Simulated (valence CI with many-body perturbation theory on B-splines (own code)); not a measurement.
**E1 transitions of Pr²⁸⁺**

Method: relativistic CI+MBPT: three valence electrons over a frozen Dirac-Fock core [Ar] 3d10, a basis of 11 s, 11 p, 10 d, 8 f, 5 g, 2 h functions for each j, with the one-electron correlation potential Σ1, the two-electron term Σ2, the three-electron term Σ3, Breit, model QED; selected CI, second order for the rest, scaled by the run's own slope (own B-spline code, finite nucleus).

No measured spectrum was set against this ion. As an estimate, large intervals hold to a few tenths of a per cent, small ones and those within an open d or f shell to about a per cent.

Lines 151 to 200 of 543 in falling wavelength, among levels below 3543.3 × 10³ cm⁻¹, chosen from the strongest by gf and those to the six lowest levels. Wavelengths and rates use the calculated energies. Electric multipoles are in the length gauge, E1 and E2 with the static RPA response of the core. Weak lines are less certain than strong ones. Lines between different terms over intervals too small for the method are left out, as are lines whose strength nearly cancels. Where a level lies close to another of its J and parity, the split of strength between their lines is uncertain. The highest levels of a list are the least certain.

Levels are named by their leading jj configuration (3d3/2^4 stands for four electrons in 3d with j = 3/2), which in mixed levels can hold well under half, so a name can repeat and another be missing. Letters in brackets count levels of one name in rising energy.

```csv
λ vac (Å),Upper,Lower,A (s⁻¹),S (a.u.)
123.4,(4p3/2 4d3/2 4d5/2) J=7/2 [b],(4s 4p1/2 4f7/2) J=5/2,2.42e+10,1.80e-01
123.2,(4p1/2 4p3/2 4d5/2) J=5/2 [b],(4s 4p1/2 4d5/2) J=5/2 [a],2.55e+10,1.41e-01
122.9,(4p3/2^2 4f7/2) J=7/2,(4p3/2^2 4d5/2) J=5/2 [b],3.29e+10,2.41e-01
122.5,(4s 4p3/2 4f5/2) J=7/2 [c],(4s^2 4f7/2) J=7/2,5.25e+10,3.81e-01
122.3,(4p1/2 4p3/2 4d5/2) J=5/2 [a],(4s 4p1/2 4d3/2) J=5/2,3.16e+10,1.71e-01
122.0,(4s 4p3/2 4f5/2) J=7/2 [c],(4s^2 4f5/2) J=5/2,1.71e+11,1.22e+00
122.0,(4p1/2 4d3/2 4d5/2) J=9/2,(4p1/2 4p3/2 4d5/2) J=9/2,2.09e+10,1.87e-01
121.9,(4s 4p1/2 4d5/2) J=5/2 [a],(4s 4p1/2 4p3/2) J=3/2 [b],2.68e+09,1.44e-02
121.9,(4s 4p1/2 4d3/2) J=3/2 [b],(4s 4p1/2 4p3/2) J=3/2 [b],9.55e+09,3.42e-02
121.7,(4s 4p1/2 4d3/2) J=1/2,(4s 4p1/2 4p3/2) J=3/2 [b],3.03e+08,5.39e-04
121.7,(4p3/2 4d5/2^2) J=11/2,(4p3/2^2 4d5/2) J=9/2,1.24e+10,1.33e-01
121.1,(4s 4p1/2 4d3/2) J=5/2,(4s 4p1/2 4p3/2) J=5/2,3.31e+10,1.74e-01
120.8,(4s 4d5/2^2) J=7/2,(4s 4p3/2 4d5/2) J=5/2 [b],2.40e+10,1.67e-01
120.6,(4s 4p3/2 4f7/2) J=5/2 [b],(4s 4p3/2 4d5/2) J=5/2 [b],2.50e+10,1.30e-01
120.0,(4s 4p1/2 4d3/2) J=3/2 [a],(4s 4p1/2 4p3/2) J=3/2 [a],2.51e+10,8.54e-02
119.9,(4p1/2 4d5/2^2) J=9/2,(4p1/2 4p3/2 4d5/2) J=7/2 [b],3.20e+10,2.72e-01
119.1,(4s 4p3/2 4d3/2) J=3/2 [c],(4s^2 4d3/2) J=3/2,1.49e+11,4.96e-01
118.6,(4s 4d3/2 4d5/2) J=7/2 [b],(4s 4p3/2 4d3/2) J=5/2 [b],8.79e+10,5.78e-01
117.0,(4s 4d3/2 4d5/2) J=3/2 [b],(4s 4p3/2 4d3/2) J=5/2 [b],4.51e+10,1.43e-01
116.6,(4p3/2 4d3/2 4d5/2) J=7/2 [b],(4p3/2^2 4d5/2) J=9/2,2.41e+10,1.51e-01
116.6,(4s 4p3/2 4f7/2) J=9/2 [a],(4s 4p3/2 4d5/2) J=7/2 [b],2.15e+10,1.68e-01
116.5,(4s 4p3/2 4d3/2) J=7/2,(4s 4p3/2^2) J=5/2,1.93e+10,1.20e-01
116.1,(4p3/2 4d3/2 4d5/2) J=7/2 [c],(4p3/2^2 4d3/2) J=7/2,2.51e+10,1.55e-01
116.0,(4p3/2 4d5/2^2) J=7/2,(4s 4p1/2 4f5/2) J=7/2,1.96e+10,1.21e-01
115.4,(4p3/2 4d5/2^2) J=9/2 [a],(4p3/2^2 4d5/2) J=9/2,3.87e+10,2.94e-01
115.3,(4p1/2 4d3/2 4d5/2) J=7/2 [b],(4p1/2 4p3/2 4d3/2) J=5/2 [b],2.71e+10,1.64e-01
115.2,(4p3/2^2 4f5/2) J=7/2,(4p3/2^2 4d5/2) J=5/2 [b],4.26e+10,2.57e-01
115.0,(4s 4p1/2 4d3/2) J=5/2,(4s 4p1/2 4p3/2) J=3/2 [a],1.02e+10,4.59e-02
114.9,(4p1/2 4d5/2^2) J=5/2,(4p1/2 4p3/2 4d5/2) J=7/2 [b],4.14e+10,1.86e-01
114.3,(4p1/2^2 4d5/2) J=5/2,(4p1/2^2 4p3/2) J=3/2,5.21e+10,2.30e-01
114.3,(4p1/2 4d3/2 4d5/2) J=7/2 [a],(4p1/2 4p3/2 4d3/2) J=5/2 [a],3.71e+10,2.19e-01
114.1,(4p1/2 4d3/2 4d5/2) J=9/2,(4p1/2 4p3/2 4d3/2) J=7/2,3.58e+10,2.62e-01
113.8,(4p1/2 4d5/2^2) J=5/2,(4p1/2 4p3/2 4d3/2) J=5/2 [b],4.14e+10,1.81e-01
113.7,(4p1/2 4d5/2^2) J=9/2,(4p1/2 4p3/2 4d5/2) J=9/2,3.27e+10,2.37e-01
113.2,(4s 4p3/2 4f7/2) J=3/2,(4s 4p3/2 4d5/2) J=5/2 [b],4.81e+10,1.38e-01
113.0,(4p1/2 4p3/2 4d5/2) J=5/2 [a],(4p1/2 4p3/2^2) J=3/2,3.07e+10,1.31e-01
113.0,(4p1/2 4p3/2^2) J=1/2,(4s 4p1/2 4p3/2) J=3/2 [a],2.09e+09,2.98e-03
112.9,(4p1/2 4d3/2 4d5/2) J=3/2 [a],(4p1/2 4p3/2 4d3/2) J=3/2 [a],4.83e+10,1.37e-01
112.7,(4s 4p1/2 4d5/2) J=5/2 [a],(4s 4p1/2 4p3/2) J=5/2,4.16e+10,1.76e-01
112.7,(4s 4p1/2 4d3/2) J=3/2 [b],(4s 4p1/2 4p3/2) J=5/2,4.96e+09,1.40e-02
112.6,(4s 4p3/2 4f7/2) J=3/2,(4s 4p3/2 4d3/2) J=3/2 [c],9.29e+10,2.62e-01
112.6,(4s^2 4d3/2) J=3/2,(4s^2 4p3/2) J=3/2,1.08e+11,3.05e-01
112.5,(4s 4p3/2 4f7/2) J=7/2,(4s 4p3/2 4d5/2) J=7/2 [b],3.66e+10,2.06e-01
112.5,(4s 4p1/2 4d5/2) J=7/2,(4s 4p1/2 4p3/2) J=5/2,6.49e+10,3.65e-01
112.3,(4p1/2 4p3/2 4f7/2) J=7/2 [b],(4p1/2 4p3/2 4d5/2) J=5/2 [b],3.03e+10,1.70e-01
112.3,(4s 4d3/2 4d5/2) J=7/2 [a],(4s 4p3/2 4d3/2) J=5/2 [a],4.65e+10,2.60e-01
112.3,(4s 4p1/2 4d5/2) J=3/2,(4s 4p1/2 4p3/2) J=1/2,1.61e+11,4.49e-01
112.2,(4s 4d3/2 4d5/2) J=5/2 [c],(4s 4p3/2 4d3/2) J=5/2 [b],7.70e+10,3.22e-01
112.1,(4p1/2 4p3/2 4f7/2) J=9/2 [a],(4p1/2 4p3/2 4d5/2) J=7/2 [b],2.32e+10,1.61e-01
112.1,(4p1/2 4d5/2^2) J=1/2,(4p1/2 4p3/2 4d5/2) J=3/2 [b],1.90e+11,2.64e-01
```
